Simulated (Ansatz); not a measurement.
Program: Ansatz. Geometries: PBE0-D4/def2-TZVP. ΔE: electronic, gas phase. CCSD(T)/CBS is the MP2 limit (def2-TZVPP, def2-QZVPP) plus CCSD(T) − MP2 in def2-TZVPP, frozen cores. This one scheme is used for every species. DFT in def2-TZVPP. One conformer a species, not always the lowest.

Reaction (ligand exchange at the Si–C bond): `CO[SiH](C)O` + H–F → `CO[SiH](O)F` + CH₄

CCSD(T)/CBS gives -38.5 kcal/mol.

**Question.** Another level gave -40.8 kcal/mol. Which?
A. CCSD(T)/def2-TZVPP
B. HF/def2-TZVPP
C. B2PLYP/def2-TZVPP
D. PBE0/def2-TZVPP

**Answer.** C. B2PLYP -40.8, HF/def2-TZVPP -44.9, CCSD(T)/def2-TZVPP -38.8, PBE0 -37.8 kcal/mol.

Largest T1 diagnostic among the species: 0.011.

The D4 term adds +1.5 kcal/mol with B3LYP and +0.9 kcal/mol with PBE0; it sums over pairs of atoms, weighted by their polarisabilities, and B3LYP, whose exchange is more repulsive, gets the larger term. In def2-TZVPP, CCSD(T) changes the Hartree–Fock value by +6.2 kcal/mol (the triples alone add +0.8 kcal/mol) and MP2 by +6.3 kcal/mol.

B3LYP here is the variant with VWN-RPA as its local correlation; programs differ in this.
